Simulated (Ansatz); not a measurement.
Computed with Ansatz on PBE0-D4/def2-TZVP structures; ΔE is electronic, products minus reactants. CCSD(T)/CBS is the MP2 limit (def2-TZVPP, def2-QZVPP) plus CCSD(T) − MP2 in def2-TZVPP, frozen cores. This one scheme is used for every species, atoms too. DFT in def2-TZVPP. No spin–orbit coupling; open shells (•) take unrestricted orbitals. def2 core potentials past Kr. For In outer-core shells are correlated without core-valence functions, so the limit isn't a true one: a few kJ/mol of doubt a bond, and 10 to 20 or more in all where bonds break to atoms.

Consider the hydrogen abstraction from the In–H bond: `[F][InH2]` + H• → `[F][InH]`• + H₂.

`[F][InH2]`:

```xyz
4

F     1.491    0.949   -0.014
In   -0.164   -0.104    0.002
H    -0.042   -1.384    1.117
H    -1.286    0.540   -1.105
```

`[F][InH]`•:

```xyz
3

F    -0.097   -1.019   -1.287
In   -0.624    0.057    0.277
H     0.721    0.962    1.010
```

H₂:

```xyz
2

H    -0.154   -0.339   -0.025
H     0.154    0.339    0.025
```

| level | ΔE (kcal/mol) |
| --- | --- |
| B97M-V | -33.7 |
| revPBE | -39.6 |
| CCSD(T)/def2-QZVPP | -35.3 |
| MP2/CBS(def2) | -33.2 |

(1) What does CCSD(T)/CBS give? (Best estimate.)

(2) What do rigid-rotor, harmonic-oscillator terms from PBE0-D4/def2-TZVP frequencies (298.15 K, 1 bar) make of the CCSD(T)/CBS value? (Estimate.)

Largest T1 diagnostic among the species: 0.021.

Results:

(1) Computed: -35.6 kcal/mol. The listed levels differ from it by 1.9, -4.0, 0.3, 2.4 kcal/mol.

(2) Computed: ΔZPE = +1.4 kcal/mol, ΔH = -33.8 kcal/mol, ΔS = 20 J/(mol·K), ΔG = -35.2 kcal/mol. Open shells count their whole term as degenerate.

Leaving LDA and LC-ωPBE aside and taking each functional with its dispersion term where it has one, the values, not all of them listed here, spread over 8.6 kcal/mol, from BLYP-D4 to ωB97X-V. LDA lies +1.7 kcal/mol from PBE without D4. At CCSD(T), def2-SVP lies +2.0 kcal/mol from the extrapolated value and def2-TZVPP +0.4 kcal/mol. From PBE to PBE0 (25 % exact exchange), in def2-TZVPP and without D4, ΔE moves by +1.9 kcal/mol.
